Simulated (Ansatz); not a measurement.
This geometry of Cl₃FH₃OSTa (10 atoms, charge 0, multiplicity 1) is a first-order saddle point.

Computed with Ansatz 0.2.0, RKS PBE/def2-SVP.

```xyz
10
Properties=species:S:1:pos:R:3
Ta -0.365 0.429 0.360
F 1.575 -0.645 0.570
Cl -0.538 0.317 2.709
Cl 0.356 0.963 -1.814
Cl -2.322 1.621 0.149
O -0.876 -1.343 0.015
H -0.383 -2.185 -0.008
S 1.633 2.039 0.855
H 1.570 2.024 2.219
H 2.005 0.405 0.734
```

Problem. Which two structures does it join? (They come from a converged band through this point; their orientation in space is the band's.)

Solution. Bonds broken: S8–H10.

Initial state:

```xyz
10
Properties=species:S:1:pos:R:3
Ta -0.062 -0.072 0.329
F 1.691 -0.801 0.501
Cl -0.199 -0.186 2.699
Cl 0.554 0.602 -1.851
Cl -1.822 1.506 0.328
O -1.041 -1.598 -0.082
H -1.854 -2.119 -0.173
S 1.418 2.307 0.885
H 1.320 2.265 2.246
H 2.651 1.721 0.907
```

Final state:

```xyz
10
Properties=species:S:1:pos:R:3
Ta -0.388 0.475 0.380
F 1.655 -0.671 0.526
Cl -0.485 0.261 2.726
Cl 0.306 0.986 -1.808
Cl -2.362 1.633 0.228
O -0.852 -1.312 0.023
H -0.343 -2.144 -0.016
S 1.555 2.070 0.843
H 1.516 2.058 2.208
H 2.053 0.269 0.679
```

Problem. How far does it lie above each of them?

Solution. 0.71 eV above the first and 0.01 eV above the second. This is the barrier of this one path; another mechanism may lie lower. The orbitals stay closed-shell, which can raise the energy where a bond breaks towards radicals; this wasn't checked here.

Time of the run: 6.9 min on 4 threads of Arm Neoverse V1, with other jobs on the host, peak memory 0.25 GiB.
